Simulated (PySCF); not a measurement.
SMILES C1SC(=C2SC=CS2)SC=1 (C6H4S4), GFN2-xTB optimised geometry. Atoms within 1.6 Å of the plane z = 0.0 Å (x, y, z in Å): C1 (-0.66, -3.17, 0.00), C2 (0.67, -3.17, 0.00), S3 (1.49, -1.63, 0.00), C4 (0.00, -0.67, 0.00), S5 (-1.49, -1.63, 0.00), C6 (0.00, 0.67, 0.01), S7 (1.49, 1.63, 0.01), C8 (0.66, 3.16, 0.02), C9 (-0.67, 3.16, 0.02), S10 (-1.49, 1.63, 0.01), H11 (-1.29, -4.04, 0.00), H12 (1.29, -4.04, 0.00), H13 (1.28, 4.04, 0.03), H14 (-1.29, 4.04, 0.03).

Calculation: PBE0/def2-TZVP run with PySCF. Cells within 0.4 Å of a nucleus heavier than hydrogen are left out (blank, or x).

Map of the deformation density (molecule minus spherical neutral atoms) (e/bohr³) on the plane z = 0.0 Å:

```
|1111111111111111111111111111111|
|1111111111111111111111111111111|
|1111111111111111111111111111111|
|1111111111111111111111111111111|
|1111111111111111111111111111111|
|1111111111101111111011111111111|
|1111111111119611168111111111111|
|1111111111115xx6xx5111111111111|
|1111111111111xx9xx1111111111111|
|1111111111014412154101111111111|
|1111111111002310132001111111111|
|11111111112xx01010xx21111111111|
|111111111121x33133x121111111111|
|111111111110034x430011111111111|
|111111111110011x110011111111111|
|1111111111110039300111111111111|
|111111111110011x110011111111111|
|111111111110034x430011111111111|
|111111111121x33133x121111111111|
|11111111112xx01010xx21111111111|
|1111111111002310132001111111111|
|1111111111014512154101111111111|
|1111111111111xx9xx1111111111111|
|1111111111115xx6xx5111111111111|
|1111111111119611169111111111111|
|1111111111101111111011111111111|
|1111111111111111111111111111111|
|1111111111111111111111111111111|
|1111111111111111111111111111111|
|1111111111111111111111111111111|
|1111111111111111111111111111111|
```
Scale: ten equal steps from -0.025 (start of '0') to 0.115 (end of '9'), in the order '0123456789'; x runs from -6.50 to 6.50, y from -6.50 (bottom) to 6.50 (top).
